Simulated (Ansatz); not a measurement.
Species: ethoxygermane, C₂H₈GeO, net charge 0, singlet state. 
Coordinates optimised at B3LYP-D3(BJ)/def2-TZVP (Ansatz, a first-principles code):
```xyz
12

C      2.8889    -0.1220     0.0285
C      1.5041    -0.0035    -0.5744
O      0.5411    -0.0702     0.4702
Ge    -1.1939     0.0443     0.0486
H      2.9927    -1.0698     0.5583
H      3.0651     0.6882     0.7374
H      3.6512    -0.0739    -0.7523
H      1.4112     0.9457    -1.1198
H      1.3388    -0.8127    -1.2989
H     -1.9285    -0.0620     1.3888
H     -1.4550     1.3955    -0.6493
H     -1.5584    -1.1130    -0.9047
```

Property: vertical triplet-singlet gap (E(triplet) - E(singlet); each state is the SCF solution reached for its spin), in kcal/mol. Valence correlation only, unless marked. Open shells are spin-unrestricted. Spin-orbit coupling is left out. Frozen are the shells of the preceding noble gas and the d and f shells that filled before the atom's block. No relativistic terms. Basis-set limits of correlation are two-point, X^-3; Hartree-Fock from the larger set. The bracket is a focal-point correction in the basis named.

```tsv
level	program	vertical triplet-singlet gap (kcal/mol)
HF/aug-cc-pVQZ	Ansatz	136.5
SVWN5/def2-TZVPD	Ansatz	128.8
PBE/def2-TZVPD	Ansatz	130.3
r2SCAN/def2-TZVPD	Ansatz	135.2
```

Problem. Predict the RI-MP2/CBS(aug-cc-pVTZ,aug-cc-pVQZ)+[CCSD(T)-MP2]/aug-cc-pVTZ result (Ansatz).

Solution. 149.8 kcal/mol, so r2SCAN/def2-TZVPD differs from it by -14.6 kcal/mol.
